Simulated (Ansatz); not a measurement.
Consider the atomization: `[SiH3][SiH]1[AlH][S]1` → Al• + 5 H• + S• + 2 Si•.

Computed with Ansatz on PBE0-D4/def2-TZVP structures; ΔE is electronic, products minus reactants. CBS: MP2 limit from def2 TZ/QZ plus the TZ coupled-cluster correction, frozen cores. This one scheme is used for every species, atoms too. Functionals use def2-TZVPP. Open shells (•) are unrestricted, without spin–orbit coupling. Spin–orbit coupling would lower the free atoms: a little for Al, S, Si.

```json
{"level": "r2SCAN0-D4", "ΔE (kcal/mol)": "608.8"}
{"level": "revPBE", "ΔE (kcal/mol)": "584.0"}
{"level": "r2SCAN0", "ΔE (kcal/mol)": "607.1"}
{"level": "HF/def2-SVP", "ΔE (kcal/mol)": "443.5"}
{"level": "HF/def2-TZVPP", "ΔE (kcal/mol)": "449.8"}
{"level": "SCS-MP2/def2-TZVPP", "ΔE (kcal/mol)": "594.3"}
{"level": "HF/def2-QZVPP", "ΔE (kcal/mol)": "450.6"}
{"level": "SCS-MP2/def2-QZVPP", "ΔE (kcal/mol)": "607.4"}
```

What does CCSD(T)/CBS give? (Estimate.)

The calculation gave: +611.3 kcal/mol. The listed levels differ from it by -2.5, -27.3, -4.2, -167.8, -161.5, -17.0, -160.7, -3.9 kcal/mol.

Largest T1 diagnostic among the species: 0.018.

Leaving LDA and LC-ωPBE aside and taking each functional with its dispersion term where it has one, the values, not all of them listed here, spread over 28.7 kcal/mol, from B2PLYP to B97M-V. LDA lies +77.2 kcal/mol from PBE without D4, its usual overbinding. The D4 term adds +9.9 kcal/mol with B3LYP and +5.2 kcal/mol with PBE0; it sums over pairs of atoms, weighted by their polarisabilities, and B3LYP, whose exchange is more repulsive, gets the larger term. From r2SCAN to r2SCAN0 (25 % exact exchange), in def2-TZVPP and without D4, ΔE moves by −6.8 kcal/mol: exact exchange takes away binding that semilocal exchange gives to molecules.

B3LYP here is the variant with VWN-RPA as its local correlation; programs differ in this.

For atomizations the MP2-based limit and the directly extrapolated one differ by several kJ/mol either way, and by 10 to 25 for some Ge, Se and Sn compounds, so smaller differences from it don't rank the levels.
